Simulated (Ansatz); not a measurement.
Consider the substitution at a C–C bond: `FCCBS` + `OBO` → `OBOCF` + `CBS`.

Gas-phase electronic energies from Ansatz, PBE0-D4/def2-TZVP geometries. CBS: MP2 limit from def2 TZ/QZ plus the TZ coupled-cluster correction, frozen cores. This one scheme is used for every species. Functionals use def2-TZVPP. Each species was taken in one conformer, which may not be the lowest.

`FCCBS`:

```xyz
11

F    -0.153    0.558   -2.009
C    -1.040    0.453   -0.947
C    -0.397   -0.328    0.175
B     0.897    0.350    0.740
S     2.353   -0.513    1.268
H    -1.293    1.469   -0.629
H    -1.941   -0.037   -1.327
H    -0.243   -1.367   -0.130
H    -1.116   -0.355    1.009
H     0.955    1.536    0.891
H     1.976   -1.767    0.958
```

`OBO`:

Z-matrix (Å, degrees):
```
B
O 1 1.353
O 1 1.364 2 119.3
H 1 1.198 2 118.4 3 180.0
H 2 0.963 1 112.3 3 0.0
H 3 0.958 1 113.2 2 180.0
```

`OBOCF`:

```xyz
9

O     0.006   -1.763   -1.461
B    -0.355   -0.660   -0.775
O     0.413   -0.248    0.283
C     0.123    0.928    0.944
F     0.832    1.955    0.380
H     0.824   -2.152   -1.137
H    -1.349   -0.072   -1.087
H     0.446    0.831    1.982
H    -0.940    1.181    0.870
```

`CBS`:

Z-matrix (Å, degrees):
```
C
B 1 1.558
H 1 1.096 2 109.5
H 1 1.096 2 109.6 3 115.0
H 1 1.092 2 115.2 3 -122.5
S 2 1.782 1 119.7 3 122.5
H 2 1.195 1 121.8 3 -57.5
H 6 1.343 2 98.9 1 -180.0
```

(1) Is it downhill or uphill in electronic energy at CCSD(T)/CBS, and by how much? (Best estimate.)

(2) What do these levels give: r2SCAN-D4, PBE0-D4, PBE, PBE0, HF/def2-TZVPP, MP2/def2-TZVPP, CCSD(T)/def2-TZVPP, HF/def2-QZVPP, MP2/def2-QZVPP, SCS-MP2/def2-QZVPP, HF/CBS(def2), CCSD/CBS(def2)? (Best estimate.)

Largest T1 diagnostic among the species: 0.013.

Results:

(1) Ansatz gave: Uphill: ΔE = +5.0 kcal/mol.

(2) The calculation gave: r2SCAN-D4 3.4, PBE0-D4 4.0, PBE 3.5, PBE0 3.7, HF/def2-TZVPP 1.7, MP2/def2-TZVPP 5.0, CCSD(T)/def2-TZVPP 4.3, HF/def2-QZVPP 1.7, MP2/def2-QZVPP 5.4, SCS-MP2/def2-QZVPP 4.8, HF/CBS(def2) 1.7, CCSD/CBS(def2) 4.9 kcal/mol.

In def2-TZVPP, CCSD(T) changes the Hartree–Fock value by +2.6 kcal/mol (the triples alone add +0.1 kcal/mol) and MP2 by +3.4 kcal/mol.
